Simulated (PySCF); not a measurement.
CH₉ClOSi₃, SMILES C[SiH2]O[Si@H]([SiH3])Cl. The structure is a stationary point at PBE0-D3(BJ)/def2-SVP. The structure was generated by enumeration; whether it is a known compound was not checked. One conformer was computed; it need not be the lowest.

Problem. Give the equilibrium geometry at PBE0-D3(BJ)/def2-SVP (PySCF confirms it by a frequency run) as a Z-matrix. (An estimate is asked for; the answer gives what the named calculation found.)

Solution. Several could match; the one computed here: 
```
O
Si 1 1.6475
Si 1 1.6745 2 141.69
H 2 1.4872 1 108.02 3 -168.99
H 3 1.4925 1 108.97 2 76.86
H 3 1.4964 5 108.88 1 118.30
C 3 1.8620 5 111.25 6 122.57
H 7 1.1006 3 110.79 5 179.77
H 7 1.1006 8 108.29 3 121.58
H 7 1.1014 8 108.26 9 117.13
Cl 2 2.0805 4 107.44 1 -118.07
Si 2 2.3416 4 114.62 1 124.35
H 12 1.4943 2 108.84 4 176.43
H 12 1.4944 13 109.32 2 119.87
H 12 1.4958 13 109.06 14 119.25
```
Charge 0, spin multiplicity 1.
